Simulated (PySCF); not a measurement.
**Polarisability and C₆ of Co (cobalt, neutral)**

[Ar] 3d7 4s2, high-spin 4F determinant. Calculation: PySCF 2.14, in def2-QZVPPD (11s6p5d4f2g, 100 functions); no relativity, point nucleus. Coupled (time-dependent) response in atomic units; α is the mean over directions.

| method | mean α (bohr³) | C₆ (like pair) | S(−4) |
| --- | --- | --- | --- |
| PBE0 | 58.89 | 511.4 | 1867 |
| r2SCANh | 57.34 | 518.4 | 1598 |

S(−4) is the Cauchy moment in α(ω) = α(0) + S(−4) ω² + …

Reference α: 55 ± 4 bohr³ (recommended; Schwerdtfeger and Nagle, table of static dipole polarizabilities (2023 update)). Published C₆: 408.0 (Chu and Dalgarno (2004); Tang, Norbeck and Certain (1976)).

α(iu) at PBE0:

```json
{"u (hartree)": "0", "α(iu) (bohr³)": "58.89"}
{"u (hartree)": "0.0500", "α(iu) (bohr³)": "54.63"}
{"u (hartree)": "0.100", "α(iu) (bohr³)": "45.27"}
{"u (hartree)": "0.200", "α(iu) (bohr³)": "27.97"}
{"u (hartree)": "0.300", "α(iu) (bohr³)": "18.01"}
{"u (hartree)": "0.500", "α(iu) (bohr³)": "9.363"}
{"u (hartree)": "0.750", "α(iu) (bohr³)": "5.452"}
{"u (hartree)": "1.00", "α(iu) (bohr³)": "3.730"}
{"u (hartree)": "1.50", "α(iu) (bohr³)": "2.201"}
{"u (hartree)": "2.00", "α(iu) (bohr³)": "1.512"}
{"u (hartree)": "3.00", "α(iu) (bohr³)": "0.8735"}
{"u (hartree)": "5.00", "α(iu) (bohr³)": "0.4130"}
```

A single London oscillator, α(iu) = α/(1 + u²/ω²), gives C₆ = (3/4) ω α². Matching the computed C₆ needs ω = 4 × 511.4 / (3 × 58.89²) = 0.197 hartree.
